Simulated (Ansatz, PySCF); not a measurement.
Species: sum formula BNH3 (charge 0, doublet). It need not be the lowest isomer of its formula. 
Coordinates optimised at B3LYP-D3(BJ)/def2-TZVP (Ansatz, a quantum-chemistry and plane-wave program):
```
B
N 1 1.3287
H 2 0.9996 1 163.55
H 1 1.2007 2 121.70 3 180.00
H 1 1.2080 4 119.29 2 -180.00
```
Charge 0, spin multiplicity 2.

Quantity: vertical ionisation energy (to the singlet state of charge +1; each state is the SCF solution reached for its spin; for the singlet the Hartree-Fock reference is unstable and T1 is 0.064), in eV. Valence correlation only, unless marked. UHF or UKS for open shells. Spin-orbit coupling is left out. No relativistic terms. Basis-set limits of correlation are two-point, X^-3; Hartree-Fock from the larger set. The bracket is a focal-point correction in the basis named.

```
level                                                          program  vertical ionisation energy (eV)  minus last row
-------------------------------------------------------------  -------  -------------------------------  --------------
HF/aug-cc-pVDZ                                                  Ansatz                            10.62            0.15
HF/aug-cc-pVQZ                                                  Ansatz                            10.66            0.19
PBE/def2-TZVPD                                                  Ansatz                            10.28           -0.19
B3LYP/def2-TZVPD                                                Ansatz                            10.59            0.12
M06-2X/def2-TZVPD                                                PySCF                            10.64            0.17
CAM-B3LYP/def2-TZVPD                                            Ansatz                            10.73            0.26
MP2/aug-cc-pVTZ                                                 Ansatz                            10.85            0.38
MP2/CBS(def2-TZVPPD,def2-QZVPPD)                                Ansatz                            10.89            0.42
RI-MP2/def2-TZVPPD                                              Ansatz                            10.84            0.37
SCS-MP2/def2-SVPD                                               Ansatz                            10.71            0.24
SCS-MP2/def2-TZVPPD                                             Ansatz                            10.75            0.28
SCS-MP2/def2-QZVPPD                                             Ansatz                            10.78            0.31
CCSD/aug-cc-pVDZ                                                Ansatz                            10.47            0.00
CCSD/aug-cc-pVTZ                                                Ansatz                            10.59            0.12
CCSD/def2-QZVPPD                                                Ansatz                            10.61            0.14
CCSD(T)/aug-cc-pVDZ                                             Ansatz                            10.31           -0.16
CCSD(T)/def2-SVPD                                               Ansatz                            10.34           -0.13
CCSD(T)/def2-QZVPPD                                             Ansatz                            10.45           -0.02
RI-MP2/CBS(aug-cc-pVTZ,aug-cc-pVQZ)+[CCSD(T)-MP2]/aug-cc-pVTZ   Ansatz                            10.47            0.00
RI-MP2/CBS(def2-TZVPPD,def2-QZVPPD)+[CCSD(T)-MP2]/def2-QZVPPD   Ansatz                            10.47            0.00
CCSD(T)/CBS(def2-TZVPPD,def2-QZVPPD)                            Ansatz                            10.47            0.00
```

For comparison, minus the highest occupied orbital energy (PySCF): 7.19 eV at TPSSh/def2-TZVPD, 9.12 eV at M06-2X/def2-TZVPD, 8.40 eV at MN15/def2-TZVPD.
